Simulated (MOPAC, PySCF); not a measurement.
[Zr(F)(OH)3], neutral singlet in the gas phase. 

Cartesian coordinates (Å):
```xyz
8

Zr     0.2360    -0.0196     0.0742
F     -1.2008    -1.0569    -0.6786
O      1.7203    -0.0565    -1.1521
H      2.5018    -0.0224    -1.7048
O      0.7348    -0.8045     1.7605
H      1.0457    -1.1283     2.6067
O     -0.3855     1.7854     0.3274
H     -0.6126     2.7022     0.4865
```
Charge 0, multiplicity 1.

All levels are single points at this geometry (r2SCAN-D4/def2-SVP); Pople sets use spherical d functions. Orbital energies aren't observables, and empty levels follow the basis.

```
level                                   HOMO (eV)  LUMO (eV)  gap (eV)  dipole (D)  vertical IE, Delta-SCF (eV)
--------------------------------------  ---------  ---------  --------  ----------  ---------------------------
B3LYP-D3(BJ)/def2-TZVP in PySCF             -8.64      -0.49      8.14        3.07                            –
TPSSh-D3(BJ)/def2-TZVP in PySCF             -7.96      -0.39      7.57        3.02                            –
B3LYP/6-31G* (LANL2DZ on Zr) in PySCF       -8.23       0.06      8.29        3.10                        11.04
B3LYP/LANL2DZ in PySCF                      -8.47      -0.08      8.38        3.68                            –
BP86/6-31G* (LANL2DZ on Zr) in PySCF        -6.92      -0.56      6.36        3.01                            –
M06-2X/6-31G* (LANL2DZ on Zr) in PySCF     -10.27       0.58     10.85        3.18                            –
PBE/6-31G* (LANL2DZ on Zr) in PySCF         -6.80      -0.46      6.35        3.00                            –
HF/6-31G* (LANL2DZ on Zr) in PySCF         -13.01       1.88     14.89        3.29                            –
PM6 in MOPAC                               -11.43       1.55     12.97        3.59                            –
```
